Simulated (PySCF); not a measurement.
Compound: C4H9O2Si (doublet state).
Structure used (GFN2-xTB), in Å, numbered top down from 1:
```
atom  x, y, z in Å
C1    -1.7545    0.8194    0.5393
C2    -1.3764    0.0117   -0.6962
C3    -0.4607   -1.1652   -0.3425
C4     0.8622   -0.6788    0.1904
O5     1.3057   -0.9293    1.2801
O6     1.5262    0.0772   -0.6759
Si7    2.9981    0.7320   -0.2361
H8    -2.2777    0.1929    1.2586
H9    -2.4036    1.6487    0.2678
H10   -0.8658    1.2207    1.0221
H11   -2.2803   -0.3757   -1.1713
H12   -0.8654    0.6543   -1.4159
H13   -0.9249   -1.8022    0.4115
H14   -0.2615   -1.7549   -1.2402
H15    2.8014    1.6854    0.8401
H16    3.9696   -0.3272   -0.0432
```

The hyperfine couplings belong to this conformer and change with its torsions.

Identity: `CCCC(=O)O[SiH2]` [radical].

Computed, not measured: UKS B3LYP, pcH-1 on C H O Si, non-relativistic, mean-field spin-orbit, GIAO in PySCF 2.14.0. The structure is a single GFN2-xTB conformer in the gas phase; no vibrational or solvent corrections. Couplings are sensitive to structure, and on GFN2-xTB geometries they can be far from those on DFT ones, by a factor of two or more for some ions and for spin on atoms past the first row. No stability test was run, so a lower SCF solution isn't excluded.

Where do the isotropic ENDOR lines of H15/H16 and H13/H14 fall at 3353.6 mT, to first order?

For S = 1/2 in fast tumbling each set of equivalent nuclei gives two lines, ν± = |νn ± a/2| to first order, with νn = g_N μN B/h and μN/h = 7.62259 MHz/T.

```tsv
nuclei	isotope	g_N	νn (MHz)	a_iso (MHz)	lower line (MHz)	upper line (MHz)
H15/H16	1H	5.5857	142.79	83.87	100.85	184.72
H13/H14	1H	5.5857	142.79	0.84	142.37	143.21
```

Which pairs are centred on the nuclear Larmor frequency, and which on half the coupling?

Centred on νn, since |a| < 2νn: H15/H16 and H13/H14. No pair has |a| > 2νn.

Nuclei that the bonding pattern makes equivalent are averaged, as if the motion that swaps them (rotation, inversion, ring flip) were fast.
